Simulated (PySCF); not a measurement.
N³⁺ (nitrogen, charge +3) across methods

[He] 2s2, closed-shell 1S. Computed with PySCF 2.14 in aug-cc-pVTZ with one added diffuse shell each of s, p, d, f type (6s5p4d3f, 62 functions), with the non-relativistic Hamiltonian (point nucleus).

| method | E (hartree) | mean ε 1s (eV) | mean ε 2s (eV) | Σ⟨r²⟩ (bohr²) | ⟨S²⟩ |
| --- | --- | --- | --- | --- | --- |
| PBE0 | -51.1406 | -461.35 | -70.142 | 3.021 | 0.000 |
| BP86 | -51.1847 | -451.02 | -68.171 | 3.012 | 0.000 |
| LDA | -50.7192 | -447.21 | -67.757 | 3.040 | 0.000 |
| MN15 | -51.1673 | -453.67 | -71.207 | 3.012 | 0.000 |
| r2SCAN | -51.1575 | -455.23 | -68.478 | 3.030 | 0.000 |
| PBE | -51.1280 | -450.55 | -68.077 | 3.019 | 0.000 |
| UHF | -51.08070 | -493.09 | -75.291 | 3.043 | 0.000 |
| B97-3 | -51.1913 | -462.46 | -70.408 | 3.008 | 0.000 |

(1) Estimate the same row for r2SCANh.

Results:

(1) E (hartree) = -51.1598; mean ε 1s (eV) = -459.06; mean ε 2s (eV) = -69.240; Σ⟨r²⟩ (bohr²) = 3.030; ⟨S²⟩ = 0.000.
